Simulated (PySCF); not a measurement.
Correlation energy of Pd⁺ (palladium, charge +1)

[Kr] 4d9, 2D determinant. Calculation: PySCF 2.14, in def2-TZVPPD with the def2 core potential (28 electrons) (6s4p3d2f1g, 56 functions); a scalar-relativistic core potential. Frozen: 4s2 4p6; 9 electrons correlated.

| level | correlation energy (mhartree) |
| --- | --- |
| CCSD | -267.12 |
| (T) | -8.35 |
| CCSD(T) | -275.47 |

Diagnostics: T1 = 0.0033, D1 = 0.0094, largest double amplitude 0.026.

Question: Is a single reference adequate?

Answer: Yes, within this model without spin-orbit coupling: T1 lies below 0.03 and no double amplitude reaches 0.07.
